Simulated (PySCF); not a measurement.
Breaking a bond: SMILES Cl[SiH3]. The Si1–H5 bond (Si1 also carries Cl, H, H; H5 carries nothing else) is varied alone, starting from the PBE0/def2-TZVP optimised geometry.

- RKS-PBE0 = restricted PBE0/cc-pVDZ in PySCF
- UKS-B3LYP = unrestricted B3LYP/cc-pVDZ run with PySCF
- UHF/cc-pVDZ (PySCF)

Magnitude of the dipole moment (D; its direction can reverse along the curve, and a method can change to another solution) and Mulliken charge of the fragment that holds Si1:

| R / Å | μ RKS-PBE0 | q RKS-PBE0 | μ UKS-B3LYP | q UKS-B3LYP | μ UHF | q UHF |
|---|---|---|---|---|---|---|
| 1.19 | 1.59 | 0.13 | 1.55 | 0.16 | 1.82 | 0.21 |
| 1.26 | 1.56 | 0.09 | 1.51 | 0.11 | 1.78 | 0.17 |
| 1.34 | 1.52 | 0.05 | 1.47 | 0.08 | 1.73 | 0.13 |
| 1.39 | 1.50 | 0.04 | 1.45 | 0.07 | 1.70 | 0.12 |
| 1.43 | 1.47 | 0.03 | 1.42 | 0.06 | 1.68 | 0.11 |
| 1.48 | 1.45 | 0.03 | 1.39 | 0.05 | 1.64 | 0.10 |
| 1.51 | 1.43 | 0.03 | 1.38 | 0.05 | 1.62 | 0.10 |
| 1.55 | 1.41 | 0.03 | 1.35 | 0.05 | 1.60 | 0.09 |
| 1.62 | 1.37 | 0.03 | 1.32 | 0.05 | 1.56 | 0.09 |
| 1.72 | 1.33 | 0.04 | 1.28 | 0.06 | 1.52 | 0.10 |
| 1.80 | 1.30 | 0.05 | 1.25 | 0.07 | 1.49 | 0.10 |
| 2.00 | 1.30 | 0.07 | 1.26 | 0.09 | 1.51 | 0.12 |
| 2.21 | 1.38 | 0.08 | 1.36 | 0.10 | 1.54 | 0.11 |
| 2.49 | 1.59 | 0.10 | 1.60 | 0.12 | 1.46 | 0.06 |
| 2.68 | 1.76 | 0.11 | 1.52 | 0.10 | 1.47 | 0.04 |
| 3.01 | 2.05 | 0.13 | 1.29 | 0.07 | 1.53 | 0.02 |
| 3.28 | 2.26 | 0.13 | 1.17 | 0.04 | 1.58 | 0.01 |
| 3.57 | 2.45 | 0.14 | 1.14 | 0.02 | 1.61 | 0.00 |
| 4.01 | 2.67 | 0.14 | 1.18 | 0.01 | 1.63 | 0.00 |
| 4.51 | 2.86 | 0.13 | 1.21 | 0.00 | 1.64 | 0.00 |
| 5.11 | 3.05 | 0.13 | 1.22 | 0.00 | 1.64 | 0.00 |

At the longest distance RKS-PBE0 leaves fractional charges on the fragments, a sign of delocalisation error or of the restricted form. The restricted form behind RKS-PBE0 keeps the bonding electrons paired and can't separate into open-shell fragments. The unrestricted determinant behind UKS-B3LYP is spin-contaminated at 2.68 to 5.11 Å (<S²> up to 1.0, against 0.00 for a pure singlet). The unrestricted determinant behind UHF is spin-contaminated at 2.21 to 5.11 Å (<S²> up to 1.0, against 0.00 for a pure singlet).
